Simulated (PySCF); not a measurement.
Species: C₇H₁₃N₃.
SMILES with atom numbers: `[CH3:1][n:2]1[n:3][cH:4][c:5]([C:6]([CH3:7])([CH3:8])[CH3:9])[n:10]1`

NICS is the negative of the GIAO shielding at a point without a nucleus: at the ring centre (0) and 1 Å above and below it (1); zz is the component along the ring normal. Level: GIAO PBE0/pcSseg-1 (PySCF, non-relativistic, gas phase) on the GFN2-xTB geometry, one conformer.

Ring bond lengths (Å), with Mayer bond orders in brackets: N2–N3 1.310 (1.24), N3–C4 1.326 (1.50), C4–C5 1.402 (1.37), C5–N10 1.332 (1.43), N10–N2 1.311 (1.23).

Task: Give the NICS values of each ring in ppm.

Result: 
```json
{"ring": "N2–N3–C4–C5–N10", "type": "5-membered ring with 3 N; formal bonds all aromatic", "NICS(0)": "-13.0", "NICS(1), two faces": "-13.2 / -13.3", "NICS(1)zz, two faces": "-31.7 / -32.2", "rms pucker (Å)": "0.00", "centre to ring atoms, mean (Å)": "1.14"}
```

Task: What do they say, and how far can they be read as aromaticity?

Result: 
- N2–N3–C4–C5–N10: mean NICS(1)zz -32.0 ppm, shielded, aromatic by this magnetic criterion (flat ring, no four-coordinate atom).

Task: What does the geometric index give? HOMA = 1 − mean of α(R − Ropt)² over the ring bonds, with Krygowski's 1993 parameters (CC: Ropt 1.388 Å, α 257.7 Å⁻²; CN: Ropt 1.334 Å, α 93.52 Å⁻²; NN: Ropt 1.309 Å, α 130.33 Å⁻²).

Result: 
- N2–N3–C4–C5–N10: HOMA 0.99; the largest term is that of C4–C5, α(R − Ropt)² = 0.05. The geometric and the magnetic index point the same way.

Task: What field does 1 T along the ring normal induce along that normal at the first NICS(1) probe listed for ring N2–N3–C4–C5–N10, 1 Å off the ring?

Result: NICSzz × B0 = -31.7 ppm × 1 T = -32 μT, against the applied field.

Task: How shielded are the nuclei of the rings and their hydrogens (means over atoms taken as equivalent)?

Result: 
```tsv
atoms	environment	σ isotropic (ppm)	principal values of the symmetric part, first atom (ppm)
N2	pyrrole-type nitrogen	-0.5	-137.1, 52.9, 82.6
N3	pyridine-type nitrogen	-98.8	-323.4, -132.4, 159.3
C4	aromatic CH next to a ring nitrogen	52.9	-28.6, 56.8, 130.6
C5	substituted aromatic carbon	23.8	-32.1, -8.9, 112.3
N10	pyridine-type nitrogen	-92.4	-313.1, -126.8, 162.7
H on C4	aromatic hydrogen	24.32	21.1, 23.3, 28.6
```

Conformer computed: `[CH3:1][n:2]1[n:3][cH:4][c:5]([C:6]([CH3:7])([CH3:8])[CH3:9])[n:10]1`: C4–C5–C6–C7 0°.
